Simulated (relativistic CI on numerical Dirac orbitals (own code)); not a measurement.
**The 2-electron sequence from He to Cl15+**

Calculated at this level of theory: Dirac-Coulomb-Breit CI, separate exchange-only KLI orbitals for each configuration, model QED (radiative potential, 1s self-energy scaled to tabulated hydrogen-like ionisation energies), valence Slater integrals scaled by 0.9, P86 correlation energy added to each configuration (own radial code, finite nucleus).

Configurations in the expansion: 1s2, 1s 2s, 1s 2p, 1s 3s, 1s 3p, 1s 3d. Levels of other configurations are missing.

Energies above each ion's lowest level, in eV. Levels are followed by their leading LS label, which can pass from one level to another where the coupling changes.

```csv
Ion,1s2 1S_0,1s 2s 3S_1,1s 2s 1S_0,1s 2p 3P°_2,1s 2p 3P°_1
He,0,19.089,19.775,20.255,20.255
Li+,0,58.265,59.977,60.576,60.576
Be2+,0,117.88,120.66,121.31,121.3
B3+,0,197.92,201.78,202.46,202.45
C4+,0,298.4,303.34,304.04,304.02
N5+,?,?,?,?,?
O6+,0,560.69,567.81,568.56,568.49
F7+,0,722.53,730.75,731.55,731.43
Ne8+,0,904.85,914.18,915.06,914.87
Mg10+,0,1331.1,1342.6,1343.8,1343.3
Al11+,0,1575,1587.7,1589.1,1588.4
Si12+,0,1839.5,1853.4,1855.1,1854.2
P13+,0,2124.7,2139.7,2141.8,2140.6
S14+,0,2430.6,2446.7,2449.3,2447.7
Cl15+,0,2757.2,2774.5,2777.6,2775.5
```

Question: Fill in the row of N5+.

Answer: 1s2 1S_0 0, 1s 2s 3S_1 419.32, 1s 2s 1S_0 425.35, 1s 2p 3P°_2 426.07, 1s 2p 3P°_1 426.03 (eV).

The lowest level keeps the configuration 1s2 and J = 0 throughout.

Between Z = 14 and 17 the energy of 1s 2s 3S_1 follows a local power law Z^2.1. For orientation: electrostatic splittings inside a shell grow about linearly with the screened charge, excitations that change n as its square, and fine structure as its fourth power; written in Z itself the exponents are larger, since the screened charge grows faster in proportion.

The members near neutrality are the least accurate: they can be off by several eV, miss lower levels of configurations outside the list, or start from a wrong lowest level.
